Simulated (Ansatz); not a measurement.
`C[SiH2]N(C)[SiH2]N(C)[SiH2]N(C)C`. The state is a singlet with charge 0. Geometry PBE-D4/def2-SVP; atoms count from 1.

| atom | x (Å) | y (Å) | z (Å) |
| --- | --- | --- | --- |
| C1 | -1.132 | 0.843 | 3.879 |
| Si2 | -2.066 | 1.749 | 2.509 |
| N3 | -1.254 | 1.635 | 0.948 |
| C4 | 0.067 | 2.262 | 0.835 |
| Si5 | -1.839 | 0.741 | -0.446 |
| N6 | -0.813 | -0.644 | -0.805 |
| C7 | -0.657 | -1.645 | 0.259 |
| Si8 | -0.035 | -0.975 | -2.344 |
| N9 | 1.667 | -1.280 | -2.076 |
| C10 | 2.413 | -2.306 | -2.775 |
| C11 | 2.487 | -0.310 | -1.378 |
| H12 | -1.072 | -0.245 | 3.672 |
| H13 | -0.098 | 1.231 | 3.983 |
| H14 | -1.642 | 0.981 | 4.856 |
| H15 | -3.445 | 1.173 | 2.346 |
| H16 | -2.163 | 3.206 | 2.898 |
| H17 | 0.114 | 3.212 | 1.414 |
| H18 | 0.895 | 1.610 | 1.199 |
| H19 | 0.298 | 2.521 | -0.222 |
| H20 | -1.806 | 1.600 | -1.679 |
| H21 | -3.239 | 0.321 | -0.093 |
| H22 | -1.507 | -2.363 | 0.301 |
| H23 | 0.276 | -2.228 | 0.108 |
| H24 | -0.580 | -1.157 | 1.256 |
| H25 | -0.522 | -2.232 | -3.020 |
| H26 | -0.360 | 0.222 | -3.202 |
| H27 | 3.078 | -1.893 | -3.573 |
| H28 | 3.066 | -2.880 | -2.074 |
| H29 | 1.722 | -3.027 | -3.257 |
| H30 | 3.148 | 0.275 | -2.064 |
| H31 | 1.847 | 0.407 | -0.826 |
| H32 | 3.151 | -0.805 | -0.629 |

Q: Estimate the Mulliken populations of the heavy atoms from the PBE0/def2-TZVP orbitals of Ansatz.

A: 
```csv
atom,charge (e)
C1,-0.50
Si2,0.23
N3,-0.24
C4,-0.35
Si5,0.23
N6,-0.25
C7,-0.33
Si8,0.25
N9,-0.19
C10,-0.30
C11,-0.30
```
Mulliken values depend strongly on the basis.

Q: And the Mayer bond orders between heavy atoms (over 0.3)?

A: C1–Si2 0.99 (1.89 Å); Si2–N3 1.09 (1.76 Å); N3–C4 0.95 (1.47 Å); N3–Si5 1.13 (1.76 Å); Si5–N6 1.12 (1.76 Å); N6–C7 0.94 (1.47 Å); N6–Si8 1.13 (1.76 Å); Si8–N9 1.17 (1.75 Å); N9–C10 0.98 (1.45 Å); N9–C11 0.98 (1.45 Å).
